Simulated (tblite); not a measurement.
Compound: C5H5NO3Si.
Geometry (GFN2-xTB, Å), atoms numbered from 1 in this order:
```
atom  x, y, z in Å
N1    -0.574    3.289    0.510
C2    -0.864    2.208    0.272
Si3   -1.372    0.465   -0.158
C4    -1.443   -0.644    1.415
O5    -1.333   -1.841    1.382
C6    -0.303   -0.312   -1.510
C7     0.972   -0.633   -1.297
C8     1.540   -0.334    0.017
O9     0.907    0.228    0.893
O10    2.794   -0.725    0.186
H11   -2.732    0.589   -0.716
H12   -1.577   -0.133    2.389
H13   -0.750   -0.533   -2.468
H14    1.621   -1.111   -2.014
H15    3.109   -0.505    1.078
```

Computed values, GFN2-xTB/tblite, gas phase, harmonic and unscaled. Against measured fundamentals such values can be off by several per cent, at times by over 20. Modes of hydrogen on silicon can be 10 to 20 % off. One conformer, not necessarily the lowest.

Harmonic wavenumbers (cm⁻¹): 39.0, 68.0, 75.9, 91.2, 124.8, 137.8, 167.7, 277.9, 311.7, 329.5, 354.1, 365.6, 508.4, 570.9, 593.7, 616.3, 663.5, 670.3, 680.7, 701.2, 770.1, 806.7, 814.9, 925.6, 928.9, 1116.6, 1153.6, 1242.0, 1339.5, 1353.5, 1618.2, 1687.9, 1748.9, 2175.1, 2357.6, 2726.4, 3076.1, 3093.6, 3430.6.

A = 1355, B = 1023, C = 811.4 MHz; mass 155.004 u (most abundant isotopes); point group C1, symmetry number 1.

Problem. What is the zero-point energy?

Solution. Half the sum of the wavenumbers: 19857 cm⁻¹ = 56.77 kcal/mol.

Problem. Entropy at 350 K, 1 bar (ideal gas, RRHO, classical rotation)?

Solution. Translation 41.85, rotation 30.52, vibration 42.01: S = 114.4 cal/(mol K).

Problem. And Cp and H(350 K) − H(0)?

Solution. Cp = 45.51 cal/(mol K), of which vibrations give 37.56 (their classical limit is 39 R = 77.5); H(350 K) − H(0) = 10.09 kcal/mol without the zero-point energy, 7.31 from vibrations.

Problem. Which modes carry the vibrational entropy at 350 K?

Solution. 39.0 cm⁻¹: 5.63; 68.0 cm⁻¹: 4.53; 75.9 cm⁻¹: 4.31; 91.2 cm⁻¹: 3.95; 124.8 cm⁻¹: 3.34; 137.8 cm⁻¹: 3.14 cal/(mol K); the other 33 give 17.12 together.

Problem. How do the functions run with temperature in this model?

Solution. 
| T (K) | S (cal/(mol K)) | Cp (cal/(mol K)) | H − H(0) (kcal/mol) | G − H(0) (kcal/mol) | ln q(vib) |
| --- | --- | --- | --- | --- | --- |
| 150 | 84.2 | 27.1 | 2.72 | -9.92 | 4.25 |
| 250 | 100.5 | 37.2 | 5.94 | -19.18 | 7.54 |
| 298.15 | 107.4 | 41.4 | 7.84 | -24.19 | 9.05 |
| 400 | 120.7 | 48.9 | 12.46 | -35.82 | 12.11 |
| 600 | 142.6 | 59.1 | 23.34 | -62.22 | 17.62 |
| 900 | 168.5 | 68.2 | 42.57 | -109.06 | 24.78 |

q(vib) and H(0) count from the zero-point level.

Problem. Blend soft modes into free rotors: weight 1/[1 + (100 cm⁻¹/ν̃)⁴] for the oscillator and the rest for a rotor with moment μB/(μ + B), μ = h/(8π²ν), B = 10⁻⁴⁴ kg m². What vibrational entropy results?

Solution. 37.91 cal/(mol K) in place of 42.01, which changes −T·S at 350 K by +1.44 kcal/mol.

Problem. What must be added to the electronic energy to get the Gibbs energy at 350 K and 1 bar?

Solution. ZPE + [H(350 K) − H(0)] − T·S = 56.77 + 10.09 − 40.03 = 26.83 kcal/mol.

Hindered rotation and anharmonicity are outside this model. Other conformers, if any are populated, would add a mixing term that is left out. The structure is chiral; the term R ln 2 for an equal mix with its mirror image is left out.
